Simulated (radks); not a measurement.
Coulomb parameter of the 3d shell of neutral scandium in the model configuration [Ar] 3d2 4s1, as a second difference U = [E(n + 0.25) + E(n - 0.25) - 2 E(n)] / (0.25)^2 with all orbitals relaxed. "Bare": the charge of the atom changes with n. "Screened": the 4s shell takes up the change at fixed total charge, which measures U(3d,3d) + U(4s,4s) - 2 U(3d,4s). All-electron calculation, scalar-relativistic Kohn-Sham, PBE, spin-unpolarised, spherical densities, finite nucleus; Fermi nuclear charge, rms radius 3.5459 fm. Program: a radial shooting solver on a logarithmic mesh with Libxc functionals.

case	configuration	E - E(n) (eV)
start	[Ar] 3d2 4s1	0.000
bare +0.25	[Ar] 3d2.25 4s1	-0.180
bare -0.25	[Ar] 3d1.75 4s1	0.538
screened +0.25	[Ar] 3d2.25 4s0.75	0.568
screened -0.25	[Ar] 3d1.75 4s1.25	-0.524

U(bare) = 5.738 eV, U(screened by 4s) = 0.711 eV, against the Slater integral F0(3d,3d) = 11.292 eV with frozen orbitals. The step up makes a negative ion, whose loosely bound charge lowers the bare value.
